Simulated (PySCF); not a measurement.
C₅H₆N₂Si.
Geometry (GFN2-xTB, Å), atoms numbered from 1 in this order:
```
atom  x, y, z in Å
C1    -0.3328    2.8472    0.0370
C2     0.1437    1.7452   -0.0174
C3     0.7151    0.4686   -0.0850
C4     2.0235    0.0842   -0.2410
N5     2.1035   -1.2718   -0.2514
C6     0.8854   -1.6975   -0.1062
N7    -0.0287   -0.6943    0.0039
Si8   -1.7667   -0.7907    0.2079
H9    -0.7362    3.8139    0.0833
H10    2.8954    0.6984   -0.3451
H11    0.6001   -2.7299   -0.0728
H12   -2.3715   -0.1272   -0.9441
H13   -2.0416   -2.2240    0.2430
H14   -2.0899   -0.1224    1.4656
```

Level of theory: TDDFT B3LYP/def2-SVPD, vertical, gas phase, core orbitals frozen in the response in PySCF 2.14.0, density-fitted response routines.

Computed singlets:

```csv
state,E (eV),f
S1,5.12,0.0004
S2,5.21,0.266
S3,5.47,0.0000
S4,5.54,0.0015
S5,6.09,0.0006
S6,6.16,0.011
S7,6.25,0.0001
S8,6.32,0.0022
```

Q: How much of the mean static polarisability do these states give, one by one?

A: Each state adds f / ΔE² (ΔE in hartree, 27.2114 eV).

| state | f/ΔE² (au) | running sum (au) | running share of α (%) |
| --- | --- | --- | --- |
| S1 | 0.01 | 0.01 | 0.0 |
| S2 | 7.26 | 7.27 | 7.5 |
| S3 | 0.00 | 7.27 | 7.5 |
| S4 | 0.04 | 7.30 | 7.6 |
| S5 | 0.01 | 7.32 | 7.6 |
| S6 | 0.22 | 7.54 | 7.8 |
| S7 | 0.00 | 7.54 | 7.8 |
| S8 | 0.04 | 7.58 | 7.8 |

The full response gives 96.64 au (14.32 Å³), so 89.1 au comes from the higher roots of the same equations.

Q: By how much does the contribution of these states grow at 589.3 nm?

A: With ω = 0.0773 hartree each state's term in the mean polarisability goes from f / ΔE² to f / (ΔE² − ω²); the sum over all 8 states goes from 7.58 to 9.04 au, a rise of 1.46 au.

The largest single term belongs to S2, which also has the largest f.
